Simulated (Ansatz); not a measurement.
The cluster Pb3. Charge 0, multiplicity 1. Geometry PBE-D4/def2-SVP.

```xyz
3

Pb   -0.821   -1.742    0.369
Pb   -1.006    1.074   -0.123
Pb    1.827    0.668   -0.247
```

In the def2 sets Pb takes a core potential; there is no spin–orbit coupling. HSE06 is defined as in plane-wave codes, on full-range PBE exchange. At r2SCAN-D4/def2-TZVP the restricted singlet is unstable: a solution with broken spin symmetry lies lower. The restricted singlet is unstable towards broken spin symmetry at other levels; at r2SCAN-D4/def2-TZVPD, HSE06-D4/def2-TZVP, CAM-B3LYP-D4/def2-TZVP, ωB97X-V/def2-TZVP this wasn't settled. The geometry of the singlet was relaxed on an unsound state (restricted singlet, unstable towards broken spin symmetry at other levels and untested here). At PBE0-D4/def2-TZVP a triplet of charge 0 lies 0.29 eV below the restricted singlet, each at its own geometry. The structure comes from a short search, and lower isomers may exist.

Task: Estimate the orbital energies around the gap (eV) in Ansatz with r2SCAN-D4/def2-TZVP, r2SCAN-D4/def2-TZVPD, HSE06-D4/def2-TZVP, CAM-B3LYP-D4/def2-TZVP, ωB97X-V/def2-TZVP.

Result: 
```json
{"orbital": "HOMO−13", "r2SCAN-D4/def2-TZVP": "-21.63", "r2SCAN-D4/def2-TZVPD": "-21.65", "HSE06-D4/def2-TZVP": "-22.85", "CAM-B3LYP-D4/def2-TZVP": "-24.71", "ωB97X-V/def2-TZVP": "-25.87"}
{"orbital": "HOMO−12", "r2SCAN-D4/def2-TZVP": "-21.59", "r2SCAN-D4/def2-TZVPD": "-21.60", "HSE06-D4/def2-TZVP": "-22.80", "CAM-B3LYP-D4/def2-TZVP": "-24.66", "ωB97X-V/def2-TZVP": "-25.82"}
{"orbital": "HOMO−11", "r2SCAN-D4/def2-TZVP": "-21.56", "r2SCAN-D4/def2-TZVPD": "-21.57", "HSE06-D4/def2-TZVP": "-22.78", "CAM-B3LYP-D4/def2-TZVP": "-24.64", "ωB97X-V/def2-TZVP": "-25.81"}
{"orbital": "HOMO−10", "r2SCAN-D4/def2-TZVP": "-21.00", "r2SCAN-D4/def2-TZVPD": "-21.01", "HSE06-D4/def2-TZVP": "-22.18", "CAM-B3LYP-D4/def2-TZVP": "-23.91", "ωB97X-V/def2-TZVP": "-24.96"}
{"orbital": "HOMO−9", "r2SCAN-D4/def2-TZVP": "-20.97", "r2SCAN-D4/def2-TZVPD": "-20.98", "HSE06-D4/def2-TZVP": "-22.15", "CAM-B3LYP-D4/def2-TZVP": "-23.89", "ωB97X-V/def2-TZVP": "-24.94"}
{"orbital": "HOMO−8", "r2SCAN-D4/def2-TZVP": "-20.93", "r2SCAN-D4/def2-TZVPD": "-20.94", "HSE06-D4/def2-TZVP": "-22.10", "CAM-B3LYP-D4/def2-TZVP": "-23.83", "ωB97X-V/def2-TZVP": "-24.88"}
{"orbital": "HOMO−7", "r2SCAN-D4/def2-TZVP": "-20.89", "r2SCAN-D4/def2-TZVPD": "-20.90", "HSE06-D4/def2-TZVP": "-22.06", "CAM-B3LYP-D4/def2-TZVP": "-23.79", "ωB97X-V/def2-TZVP": "-24.83"}
{"orbital": "HOMO−6", "r2SCAN-D4/def2-TZVP": "-20.84", "r2SCAN-D4/def2-TZVPD": "-20.86", "HSE06-D4/def2-TZVP": "-22.02", "CAM-B3LYP-D4/def2-TZVP": "-23.76", "ωB97X-V/def2-TZVP": "-24.81"}
{"orbital": "HOMO−5", "r2SCAN-D4/def2-TZVP": "-13.78", "r2SCAN-D4/def2-TZVPD": "-13.79", "HSE06-D4/def2-TZVP": "-14.39", "CAM-B3LYP-D4/def2-TZVP": "-16.47", "ωB97X-V/def2-TZVP": "-17.67"}
{"orbital": "HOMO−4", "r2SCAN-D4/def2-TZVP": "-11.99", "r2SCAN-D4/def2-TZVPD": "-12.00", "HSE06-D4/def2-TZVP": "-12.45", "CAM-B3LYP-D4/def2-TZVP": "-14.33", "ωB97X-V/def2-TZVP": "-15.36"}
{"orbital": "HOMO−3", "r2SCAN-D4/def2-TZVP": "-10.64", "r2SCAN-D4/def2-TZVPD": "-10.65", "HSE06-D4/def2-TZVP": "-11.00", "CAM-B3LYP-D4/def2-TZVP": "-12.69", "ωB97X-V/def2-TZVP": "-13.59"}
{"orbital": "HOMO−2", "r2SCAN-D4/def2-TZVP": "-4.96", "r2SCAN-D4/def2-TZVPD": "-4.97", "HSE06-D4/def2-TZVP": "-5.10", "CAM-B3LYP-D4/def2-TZVP": "-6.33", "ωB97X-V/def2-TZVP": "-7.07"}
{"orbital": "HOMO−1", "r2SCAN-D4/def2-TZVP": "-4.64", "r2SCAN-D4/def2-TZVPD": "-4.65", "HSE06-D4/def2-TZVP": "-4.79", "CAM-B3LYP-D4/def2-TZVP": "-6.03", "ωB97X-V/def2-TZVP": "-6.77"}
{"orbital": "HOMO", "r2SCAN-D4/def2-TZVP": "-4.61", "r2SCAN-D4/def2-TZVPD": "-4.62", "HSE06-D4/def2-TZVP": "-4.68", "CAM-B3LYP-D4/def2-TZVP": "-5.84", "ωB97X-V/def2-TZVP": "-6.49"}
{"orbital": "LUMO", "r2SCAN-D4/def2-TZVP": "-3.75", "r2SCAN-D4/def2-TZVPD": "-3.76", "HSE06-D4/def2-TZVP": "-3.58", "CAM-B3LYP-D4/def2-TZVP": "-2.42", "ωB97X-V/def2-TZVP": "-1.58"}
{"orbital": "LUMO+1", "r2SCAN-D4/def2-TZVP": "-3.02", "r2SCAN-D4/def2-TZVPD": "-3.03", "HSE06-D4/def2-TZVP": "-2.86", "CAM-B3LYP-D4/def2-TZVP": "-1.78", "ωB97X-V/def2-TZVP": "-0.99"}
{"orbital": "LUMO+2", "r2SCAN-D4/def2-TZVP": "-1.95", "r2SCAN-D4/def2-TZVPD": "-1.96", "HSE06-D4/def2-TZVP": "-1.84", "CAM-B3LYP-D4/def2-TZVP": "-0.76", "ωB97X-V/def2-TZVP": "0.10"}
{"orbital": "LUMO+3", "r2SCAN-D4/def2-TZVP": "-1.93", "r2SCAN-D4/def2-TZVPD": "-1.95", "HSE06-D4/def2-TZVP": "-1.80", "CAM-B3LYP-D4/def2-TZVP": "-0.61", "ωB97X-V/def2-TZVP": "0.26"}
{"orbital": "LUMO+4", "r2SCAN-D4/def2-TZVP": "-0.16", "r2SCAN-D4/def2-TZVPD": "-0.23", "HSE06-D4/def2-TZVP": "-0.24", "CAM-B3LYP-D4/def2-TZVP": "0.77", "ωB97X-V/def2-TZVP": "1.59"}
{"orbital": "LUMO+5", "r2SCAN-D4/def2-TZVP": "-0.05", "r2SCAN-D4/def2-TZVPD": "-0.18", "HSE06-D4/def2-TZVP": "-0.24", "CAM-B3LYP-D4/def2-TZVP": "0.84", "ωB97X-V/def2-TZVP": "1.68"}
```
